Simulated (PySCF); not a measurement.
Gas-phase reaction: 2 CHF + C2F6 + 2 F = 2 C2HF5

Computed with PySCF and rigid-rotor harmonic-oscillator thermochemistry at 1 bar. † marks an energy on the PBE0/def2-TZVP geometry and frequencies; other levels use their own. MP2 freezes the core. 6-31G* has spherical d functions here. Open shells (unrestricted): F (multiplicity 2, electronic degeneracy 6); the rest are closed-shell singlets. Spin-orbit splitting is ignored; it lowers the true energy and changes the entropy of F. B3LYP is the form with VWN-RPA correlation. CHF: computed as isolated molecules; such fragments, hydroxides, amides, oligomers or adducts are transient or little studied in the gas. MP2 isn't extrapolated to the basis-set limit; its ΔH°(298 K) is -1385.7 kJ in def2-SVP and -1404.7 kJ in def2-TZVPP. The harmonic model lacks anharmonicity and excited electronic states, which grow with temperature; levels with a mode under 35 cm⁻¹ are left out. Internal rotation in C2F6, C2HF5 is treated as a harmonic vibration of one conformer, which makes the entropy rough.

| level | ΔE electronic, kJ | ΔH°(298 K), kJ | ΔS°(298 K), J/K | ΔG°(2500 K), kJ |
|---|---|---|---|---|
| B3LYP/6-31G* | -1395 | -1353 | -432 | -272 |
| BLYP/def2-TZVP† | -1342 | -1301 | -433 | -219 |
| HF/6-31G* | -1078 | -1032 | -436 | 69 |
| HF/def2-TZVP† | -1054 | -1013 | -433 | 69 |
| MP2/def2-SVP† | -1426 | -1386 | -433 | -304 |
| r2SCAN/def2-TZVP† | -1422 | -1382 | -433 | -300 |
ΔH° is lowest at MP2/def2-SVP† and highest at HF/def2-TZVP†. No reference value is set beside these.
